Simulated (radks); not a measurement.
Valence configurations of Ir I (all share [Xe]). Method: Dirac Kohn-Sham, LDA (Slater exchange, Perdew-Wang correlation), spin-unpolarised, spherical densities, point nucleus; open shells are shared between the two j in proportion to 2j + 1; computed with a radial shooting solver on a logarithmic mesh with Libxc functionals. Energies are relative to 4f14 5d7 6s2; eigenvalues in eV.

valence               E (eV)  e(4f5/2)  e(4f7/2)  e(5d3/2)  e(5d5/2)  e(6p1/2)
4f14 5d8 6s1          -0.297   -61.508   -58.385    -6.371    -5.217         -
4f14 5d7 6s2           0.000   -64.103   -60.980    -8.118    -6.884         -
4f14 5d7 6s1.5 6p0.5   2.629   -65.061   -61.938    -9.029    -7.781    -2.370
4f14 5d6.5 6s2 6p0.5   3.269   -66.482   -63.358    -9.969    -8.680    -2.560
4f14 5d7 6s1 6p1       5.349   -65.946   -62.823    -9.861    -8.602    -2.825
4f13.5 5d7.5 6s2      28.641   -69.351   -66.172    -8.676    -7.370         -
4f13 5d8 6s2          59.659   -74.703   -71.469    -9.236    -7.859         -
4f13 5d7 6s2 6p1      67.965   -79.715   -76.480   -13.136   -11.651    -3.223
4f13 5d7 6s1.5 6p1.5  71.072   -80.568   -77.333   -13.927   -12.431    -3.631
4f12 5d7 6s2 6p2      150.78   -96.163   -92.815   -18.409   -16.674    -4.464

NIST lists [Xe] 4f14 5d7 6s2 as the ground configuration; this level of theory puts 4f14 5d8 6s1 lower, by 0.297 eV. The energies are those of spherical spin-averaged densities, not of single terms.
